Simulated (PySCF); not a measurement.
Exercise with solution: dipole moment from atomic charges

Ge(H)(Cl)(NH2)2 (ClGeH₅N₂), SMILES [NH2][GeH]([NH2])[Cl]. Atoms are numbered in the order given.

```xyz
9

Ge     0.1079    -0.0944     0.4233
N     -1.2412    -1.2483     0.7835
N      1.4116    -1.1067    -0.3428
Cl    -0.3197     1.3986    -1.1179
H      0.3958     0.7053     1.7031
H     -1.5380    -1.8049    -0.0164
H     -2.0587    -0.8506     1.2412
H      2.1129    -0.5677    -0.8468
H      1.8763    -1.7525     0.2935
```

Geometry: r2SCAN-D4/def2-SVP. This is a generated structure with no PubChem entry under its InChIKey; it may be hypothetical. The values are those of a single conformer.

Charges (e) from B3LYP/def2-TZVP (PySCF):

| atom | Mulliken | IAO |
|---|---|---|
| Ge1 | 0.626 | 1.046 |
| N2 | -0.583 | -0.807 |
| N3 | -0.590 | -0.814 |
| Cl4 | -0.353 | -0.369 |
| H5 | -0.019 | -0.124 |
| H6 | 0.234 | 0.268 |
| H7 | 0.227 | 0.266 |
| H8 | 0.231 | 0.268 |
| H9 | 0.226 | 0.265 |

The dipole moment of the full density is 1.90 D.

### Question
What dipole moment does each set of point charges give, and which comes closer to that of the density?

### Answer

μ = Σ q r, and 1 e Å = 4.8032 D.
Mulliken: Σ q r = (0.149, -0.328, 0.521) e Å, |μ| = 3.04 D.
IAO: Σ q r = (0.138, -0.121, 0.467) e Å, |μ| = 2.41 D.
IAO comes closer in size. Point charges leave out the atoms' own dipoles (lone pairs, polarised bonds); fits to the potential absorb them, partitions of the density don't.
